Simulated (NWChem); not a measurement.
System meant: H₂TeSe; SMILES [SeH][TeH]

The following NWChem deck was run.

```
start job
memory heap 200 mb stack 900 mb global 1100 mb
geometry units angstroms noautoz
  Te     0.018098     0.983052    -0.007915
  H     -1.637765     1.131046     0.157363
  Se     0.040851    -1.544352    -0.054578
  H      0.187892    -1.730060     1.400370
end
basis spherical
  * library def2-svp
end
dft
  xc b3lyp
  iterations 150
  mulliken
end
task dft energy
```

End of the output:

```
             Grid Information
             ----------------
          Grid used for XC integration:  medium
          Radial quadrature: Mura-Knowles
          Angular quadrature: Lebedev.
          Tag              B.-S. Rad. Rad. Pts. Rad. Cut. Ang. Pts.
          ---              ---------- --------- --------- ---------
          Te                  1.40      123          10.0       590
          H                   0.35       45          10.0       434
          Se                  1.15      112          10.0       590
          Grid pruning is: on
          Number of quadrature shells:   325
          Spatial weights used:  Erf1

          Convergence Information
          -----------------------
          Convergence aids based upon iterative change in
          total energy or number of iterations.
          Levelshifting, if invoked, occurs when the
          HOMO/LUMO gap drops below (HL_TOL):  1.00D-02
          DIIS, if invoked, will attempt to extrapolate
          using up to (NFOCK): 10 stored Fock matrices.

                    Damping( 0%)  Levelshifting(0.5)       DIIS
                  --------------- ------------------- ---------------
          dE  on:    start            ASAP                start
          dE off:    2 iters        150 iters           150 iters

      Screening Tolerance Information
      -------------------------------
          Density screening/tol_rho:  1.00D-10
          AO Gaussian exp screening on grid/accAOfunc:  14
          CD Gaussian exp screening on grid/accCDfunc:  20
          XC Gaussian exp screening on grid/accXCfunc:  20
          Schwarz screening/accCoul:  1.00D-08

      Superposition of Atomic Density Guess
      -------------------------------------

      charge =      52.0 Te (Tellurium)

      symmetry species            s     p     d     f
      number of basis functions =10     7     6
      number of cont. functions = 4     4     2
      number of closed shells   = 5     3     2
      number of open shells     = 0     1     0
      open shell occupation     = 0     4     0
 ------------------------------------------------------------------------
 atomscf:atomd: error in atom scf                   0
 ------------------------------------------------------------------------
 ------------------------------------------------------------------------
  current input line :
    17: task dft energy
 ------------------------------------------------------------------------
 ------------------------------------------------------------------------
 This error has not yet been assigned to a category
 ------------------------------------------------------------------------
 For more information see the NWChem manual at https://nwchemgit.github.io

0:atomscf:atomd: error in atom scf:Received an Error in Communication
```

Question: Find the fault in this run and fix the input.

Answer: The run crashed. Cause: the def2 basis of a heavy element holds valence functions alone and wants its effective core potential (without it all electrons must fit into that basis). This input runs:
```
start job
memory heap 200 mb stack 900 mb global 1100 mb
geometry units angstroms noautoz
  Te     0.018098     0.983052    -0.007915
  H     -1.637765     1.131046     0.157363
  Se     0.040851    -1.544352    -0.054578
  H      0.187892    -1.730060     1.400370
end
basis spherical
  * library def2-svp
end
ecp
  Te library def2-ecp
end
dft
  xc b3lyp
  iterations 150
  mulliken
end
task dft energy
```
It converges to -2670.60989 Ha (B3LYP/def2-SVP with def2 effective core potentials on Te).
